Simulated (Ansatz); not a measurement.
`C[O][AlH][Br]` + H–F → `[F][AlH][Br]` + CH₃OH at 400 K and 1 bar (ligand exchange at the Al–O bond).

Gas-phase electronic energies from Ansatz, PBE0-D4/def2-TZVP geometries. CBS: MP2 limit from def2 TZ/QZ plus the TZ coupled-cluster correction, frozen cores. This one scheme is used for every species. For Br outer-core shells are correlated without core-valence functions, which leaves a few kJ/mol of doubt a bond. Scalar relativity is left out up to krypton. Each species was taken in one conformer, which may not be the lowest.

```json
{"species": "`C[O][AlH][Br]`", "CCSD(T)/CBS energy (Eh)": "-2931.07194", "H − E (kJ/mol)": "160.9", "S (J/(mol·K))": "372.3"}
{"species": "H–F", "CCSD(T)/CBS energy (Eh)": "-100.39570", "H − E (kJ/mol)": "36.5", "S (J/(mol·K))": "182.2"}
{"species": "`[F][AlH][Br]`", "CCSD(T)/CBS energy (Eh)": "-2915.86674", "H − E (kJ/mol)": "47.2", "S (J/(mol·K))": "312.4"}
{"species": "CH₃OH", "CCSD(T)/CBS energy (Eh)": "-115.61712", "H − E (kJ/mol)": "151.2", "S (J/(mol·K))": "252.6"}
```

H − E and S are ideal-gas, rigid-rotor, harmonic terms from PBE0-D4/def2-TZVP, for one conformer and one mirror image of each species. 1 Eh = 2625.50 kJ/mol, R = 8.31446 J/(mol·K).

By hand: ΔE, ΔH, ΔS and ΔG.

ΔE = (-2915.86674) + (-115.61712) − (-2931.07194) − (-100.39570) = -0.01622 Eh = -42.6 kJ/mol. Δ(H − E) = 47.2 + 151.2 − 160.9 − 36.5 = 1.0, so ΔH = -41.6 kJ/mol. ΔS = 312.4 + 252.6 − 372.3 − 182.2 = 10.5 J/(mol·K). ΔG = -41.6 − 400 × (10.5)/1000 = -45.8 kJ/mol.

By hand: the equilibrium constant, and the temperature at which ΔG would vanish if ΔH and ΔS stayed fixed.

log₁₀ K = −ΔG/(RT ln 10) = 6.0. ΔH and −TΔS have one sign here, so there is no such temperature.

The number of gas molecules stays the same, so ΔS is small and ΔH decides. A doubt of 5 kJ/mol in ΔE shifts log₁₀ K by 0.7 here. Other conformers and mirror images would add mixing entropy, several J/(mol·K) or more a flexible species. These are equilibria of isolated gas molecules and say nothing of rates. Largest T1 diagnostic: 0.010 (customary marks: 0.02 for closed shells, 0.045 for open ones).

ΔS is within the doubt of such terms, so its sign, and with it that verdict, could turn.
